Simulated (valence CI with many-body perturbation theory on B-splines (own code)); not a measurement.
Forbidden lines of Nd2+

Level of theory: valence CI with perturbative core correlation (CI+MBPT): four valence electrons over a frozen Dirac-Fock core [Xe], radial functions for each j: 8 s, 8 p, 9 d, 9 f, 6 g, 3 h, 2 i, with the one-electron correlation potential Σ1 (screened to all orders), the two-electron term Σ2, the three-electron term Σ3, Breit, model QED; the open f shell's mean field enters the energy denominators; selected single and double excitations, second order for the rest, scaled by the run's own slope (own B-spline code, finite nucleus).

Against 33 measured levels this calculation errs by 2229 cm⁻¹ on average and by 4201 at most. These come from a selection out of Ding et al., The Spectrum and Energy Levels of the Low-lying Configurations of Nd III (preprint, 2023). Levels without a partner in it may be off by more, other configurations by several thousand cm⁻¹. Among the levels kept, up to 580 cm⁻¹ of a level comes from second order outside the variational space, and about a tenth of that is noise between levels of different J, which matters for small intervals. 15 measured levels below the end of the list, from 20389 cm⁻¹ on, found no clear computed partner, and computed levels of the same name lie up to 4879 cm⁻¹ from them.

Lines 1 to 50 of 104 in falling wavelength, among levels below 26232 cm⁻¹, chosen from the decays that carry over 1 % of a level's rate. Wavelengths and rates use the calculated energies, so an error of 2000 cm⁻¹ moves a line at 26960 Å by 54 % and its rate by three times that or more. S is in atomic units (e²a₀⁴ for E2 and M2, e²a₀⁶ for E3), for M1 in squared Bohr magnetons. Weak lines are less certain than strong ones. Lines between different terms over intervals too small for the method are left out, as are lines whose strength nearly cancels and 10 of this kind that miss the measured wavelength by over 7 %.

Names give the largest LS component (configuration and term), which can be under half, so a name can repeat, a term be missing and a line seem to break the LS rules; names also repeat where a configuration has a term twice.

```tsv
λ vac (Å)	λ from measured levels	Upper	Lower	Type	A (s⁻¹)	S (a.u.)
2.788e+05		4f⁴ ⁵F_2	4f⁴ ⁵F_1	M1	2.80e-03	1.13e+01
2.646e+05		4f⁴ ⁵G_3	4f⁴ ⁵G_2	M1	2.54e-03	1.22e+01
1.301e+05	1.321e+05	4f⁴ ⁵F_4	4f⁴ ⁵F_3	M1	2.31e-02	1.70e+01
1.145e+05		4f⁴ ³L_9	4f⁴ ³L_8	M1	1.38e-02	1.46e+01
1.024e+05		4f⁴ ³L_8	4f⁴ ³L_7	M1	1.99e-02	1.35e+01
89430	91780	4f⁴ ³K_7	4f⁴ ³K_6	M1	3.24e-02	1.29e+01
82440		4f⁴ ³P_0	4f⁴ ³P_1	M1	5.03e-02	1.04e+00
74400	76610	4f⁴ ³K_8	4f⁴ ³K_7	M1	5.30e-02	1.38e+01
71040	75360	4f⁴ ⁵I_7	4f⁴ ⁵I_6	M1	1.86e-01	3.72e+01
69420	72530	4f⁴ ⁵I_8	4f⁴ ⁵I_7	M1	1.19e-01	2.51e+01
65220	67490	4f⁴ ⁵G_5	4f⁴ ⁵G_4	M1	1.71e-01	1.94e+01
58400		4f⁴ ³H_6	4f⁴ ⁵G_5	M1	1.33e-01	1.27e+01
52110		4f⁴ ³H_5	4f⁴ ³H_4	M1	2.06e-01	1.19e+01
45810		4f⁴ ⁵G_6	4f⁴ ³H_5	M1	2.25e-01	1.04e+01
44770		4f⁴ ⁵G_4	4f⁴ ³H_4	M1	9.81e-02	2.94e+00
43440		4f⁴ ³D_3	4f⁴ ³D_2	M1	1.47e-01	3.13e+00
43440		4f⁴ ³H_4	4f⁴ ⁵F_4	M1	6.71e-02	1.83e+00
42830		4f⁴ ³G_4	4f⁴ ³G_3	M1	3.33e-01	8.72e+00
39300		4f⁴ ³G_3	4f⁴ ⁵G_3	M1	2.33e-02	3.67e-01
37500		4f⁴ ¹D_2	4f⁴ ³D_2	M1	5.58e-02	5.45e-01
34220		4f⁴ ³G_3	4f⁴ ⁵G_2	M1	3.47e-01	3.60e+00
32920		4f⁴ ⁵G_2	4f⁴ ⁵S_2	M1	1.61e-03	1.07e-02
32560		4f⁴ ³H_4	4f⁴ ⁵F_3	M1	8.59e-02	9.89e-01
31420		4f⁴ ³G_3	4f⁴ ³H_4	M1	1.92e-02	1.55e-01
30450		4f⁴ ³G_4	4f⁴ ⁵G_4	M1	1.02e-01	9.59e-01
30020		4f⁴ ⁵G_2	4f⁴ ⁵F_3	M1	1.20e-02	6.00e-02
28640		4f⁴ ³D_2	4f⁴ ⁵G_3	M1	2.44e-02	1.06e-01
28090		4f⁴ ³H_6	4f⁴ ³H_5	M1	3.13e-02	3.34e-01
27790		4f⁴ ³G_4	4f⁴ ³H_5	M1	1.06e-01	7.61e-01
26960	25480	4f⁴ ⁵G_3	4f⁴ ⁵F_3	M1	1.37e-02	6.97e-02
25840		4f⁴ ³D_2	4f⁴ ⁵G_2	M1	5.56e-02	1.78e-01
24760		4f⁴ ⁵G_2	4f⁴ ⁵F_2	M1	7.89e-03	2.22e-02
23820		4f⁴ ³D_3	4f⁴ ⁵G_4	M1	3.37e-02	1.18e-01
23790		4f⁴ ³L_8	4f⁴ ³K_8	M1	3.17e-01	2.69e+00
22740		4f⁴ ⁵G_2	4f⁴ ⁵F_1	M1	1.78e-02	3.88e-02
22640	21850	4f⁴ ⁵G_3	4f⁴ ⁵F_2	M1	4.62e-02	1.39e-01
22050	21510	4f⁴ ⁵G_4	4f⁴ ⁵F_4	M1	1.57e-02	5.63e-02
21870		4f⁴ ³L_7	4f⁴ ³K_7	M1	3.55e-01	2.07e+00
21180		4f⁴ ³P_1	4f⁴ ⁵G_2	M1	1.60e-02	1.69e-02
20490		4f⁴ ³G_4	4f⁴ ⁵G_3	M1	2.60e-02	7.46e-02
20190	19600	4f⁴ ⁵G_5	4f⁴ ⁵F_5	M1	2.58e-02	8.65e-02
19690		4f⁴ ³L_9	4f⁴ ³K_8	M1	5.03e-01	2.71e+00
18910		4f⁴ ⁵G_6	4f⁴ ⁵F_5	M1	7.73e-02	2.52e-01
18120		4f⁴ ³G_4	4f⁴ ³H_4	M1	5.85e-01	1.16e+00
18020		4f⁴ ³L_8	4f⁴ ³K_7	M1	7.24e-03	2.67e-02
17580		4f⁴ ³L_7	4f⁴ ³K_6	M1	6.77e-01	2.04e+00
17260		4f⁴ ³D_3	4f⁴ ⁵G_3	M1	5.82e-02	7.76e-02
15990		4f⁴ ³G_3	4f⁴ ⁵F_3	M1	2.13e-01	2.26e-01
15550		4f⁴ ³D_3	4f⁴ ³H_4	M1	6.37e-02	6.21e-02
15170		4f⁴ ³M_8	4f⁴ ³K_7	M1	5.62e-01	1.24e+00
```
